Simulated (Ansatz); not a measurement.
Single points on [WO3(OH)]- (WO₄H⁻).

```yaml
crystal:
  periodic: [false, false, false]
  atoms:
    - {symbol: W, position_ang: [0.182892, 0.314097, 0.279966]}
    - {symbol: O, position_ang: [0.148149, 0.291504, 2.039745]}
    - {symbol: O, position_ang: [1.847470, 0.322012, -0.296620]}
    - {symbol: O, position_ang: [-0.632664, 1.751904, -0.329060]}
    - {symbol: O, position_ang: [-0.735606, -1.290749, -0.369420]}
    - {symbol: H, position_ang: [-0.810242, -1.388768, -1.324611]}
basis:
  gaussian: {orbitals: def2-TZVPD, initial_orbitals: start.molden}
total_charge: -1
correlation: {method: mp2}
scf: {omitted_lower_state_checks: [starts]}
output: {orbitals: {seedname: orbitals}}
```

The file start.molden holds the orbitals of an earlier run on this structure, at another level or in another basis.

```sh
$ ansatz run in.yaml --threads 4 --pin off --events-out ev --progress --plain --max-ram 3916MiB
```

It prints (some lines left out):

```
Functional definition: HF
1440 factors; integrals over basis functions are off by at most 1.2e-3 eV
mean field evaluation 1: about -9978.3697 eV, gradient 3.0e1 eV
mean field evaluation 2: about -9979.6442 eV, gradient 1.6e0 eV
mean field evaluation 4: about -9980.2097 eV, gradient 3.6e-2 eV
mean field evaluation 8: about -9980.2099 eV, gradient 1.7e-6 eV
mean field -9980.20990645 eV, -366.7659492327 hartree, gradient 2.0e-6 eV, S^2 0.000000; 0 other end points of the search recorded, 0 dependent functions left out
4 core orbitals not correlated: weight in the atoms' cores, before any rotation towards them, 1.000 or more for the frozen orbitals, at most 0.000 for the correlated occupied ones
reference -9980.20990645 eV, -366.7659492327 hartree; 20, 20 occupied and 188, 188 virtual orbitals, 1440 factors
second order -39.27185125 eV of doubles, -0.00000000 eV of singles
Total energy: -10019.48175770 eV, -368.2091631469 hartree
Checks for a lower state left out: starts
```

Hardware: 4 threads of Arm Neoverse V1 on a shared host. Wall time 2.5 s.

Geometry: r2SCAN-D4/def2-SVPD.

In the def2 sets W takes a core potential; there is no spin–orbit coupling. Correlated methods freeze 4 core orbitals; core or outer-core shells of W are correlated, in sets that lack core-valence functions.
